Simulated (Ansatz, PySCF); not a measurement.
Noncovalent pair: H2O (SMILES O) (first 3 atoms) with CH3F (SMILES CF); geometry from B3LYP-D3(BJ)/def2-TZVP, rigid monomers moved along the line of their centres of mass till H3···F5 is 2.30 Å.
(charge 0, multiplicity 1):
```xyz
8

O     -0.12140    -0.06330     0.58278
H      0.00781     0.63656    -0.06439
H     -0.47988     0.37229     1.36722
C      0.46698    -0.27989     4.10741
F     -0.46870     0.65919     3.64869
H     -0.06467    -1.03284     4.68796
H      0.94928    -0.72884     3.24067
H      1.19288     0.24197     4.72997
```

Monomers are frozen at their geometry in the pair; levels with a basis set take the counterpoise correction.

Correlated levels freeze the cores. CBS(a, b) extrapolates the correlation energy as X⁻³ and adds the Hartree–Fock energy of set b.

Codes used: Ansatz (an electronic-structure program); PySCF for the dispersion terms. Values without a source in brackets are computed.

PBE/def2-TZVPPD gives -127.3 meV for the interaction energy.

Q: How do the other levels lie against it? Give each less PBE: PBE-D3(BJ)/def2-TZVPPD, r2SCAN/def2-TZVPPD, PBE0/def2-TZVPPD, wB97M-V/def2-TZVPPD, MP2/CBS(aug-cc-pVDZ, aug-cc-pVTZ), MP2/CBS(aug-cc-pVDZ, aug-cc-pVTZ) + ΔCCSD(T)/aug-cc-pVDZ.

A: PBE-D3(BJ)/def2-TZVPPD -20.9; r2SCAN/def2-TZVPPD -15.3; PBE0/def2-TZVPPD -1.2; wB97M-V/def2-TZVPPD -17.6; MP2/CBS(aug-cc-pVDZ, aug-cc-pVTZ) -19.9; MP2/CBS(aug-cc-pVDZ, aug-cc-pVTZ) + ΔCCSD(T)/aug-cc-pVDZ -21.2 meV. 0 of 6 lie above PBE; the widest gap is to MP2/CBS(aug-cc-pVDZ, aug-cc-pVTZ) + ΔCCSD(T)/aug-cc-pVDZ.
